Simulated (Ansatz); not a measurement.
Program: Ansatz. Geometries: PBE0-D4/def2-TZVP. ΔE: electronic, gas phase. CCSD(T)/CBS is the MP2 limit (def2-TZVPP, def2-QZVPP) plus CCSD(T) − MP2 in def2-TZVPP, frozen cores. Functionals use def2-TZVPP. For Ga, Ge outer-core shells are correlated without core-valence functions, which leaves a few kJ/mol of doubt a bond. Scalar relativity is left out up to krypton.

Reaction (formal exchange of groups at a Ga–Si bond): `FC1=C[SiH]1[GaH2]` + `[CH3][GeH3]` → `[GaH2][CH2][GeH3]` + `FC1=C[SiH2]1`

(1) Is it downhill or uphill in electronic energy at CCSD(T)/CBS, and by how much? (Best estimate.)

(2) What do these levels give: r2SCAN-D4, CAM-B3LYP-D4, B2PLYP, revPBE, LC-ωPBE, CCSD/def2-SVP, CCSD(T)/def2-SVP, MP2/def2-TZVPP, SCS-MP2/def2-TZVPP, CCSD(T)/def2-TZVPP, MP2/def2-QZVPP, SCS-MP2/def2-QZVPP? (An estimate is asked.)

Largest T1 diagnostic among the species: 0.015.

Answers

(1) Ansatz gave: Uphill: ΔE = +4.2 kcal/mol.

(2) Computed: r2SCAN-D4 6.4, CAM-B3LYP-D4 5.2, B2PLYP 5.3, revPBE 8.8, LC-ωPBE 5.3, CCSD/def2-SVP 4.5, CCSD(T)/def2-SVP 4.6, MP2/def2-TZVPP 3.0, SCS-MP2/def2-TZVPP 3.2, CCSD(T)/def2-TZVPP 4.4, MP2/def2-QZVPP 2.9, SCS-MP2/def2-QZVPP 3.1 kcal/mol.

Leaving LDA and LC-ωPBE aside and taking each functional with its dispersion term where it has one, the values, not all of them listed here, spread over 3.4 kcal/mol, from ωB97M-V to PBE-D4. LDA lies −1.3 kcal/mol from PBE without D4. From BLYP to BHLYP (50 % exact exchange), in def2-TZVPP and without D4, ΔE moves by −2.3 kcal/mol.
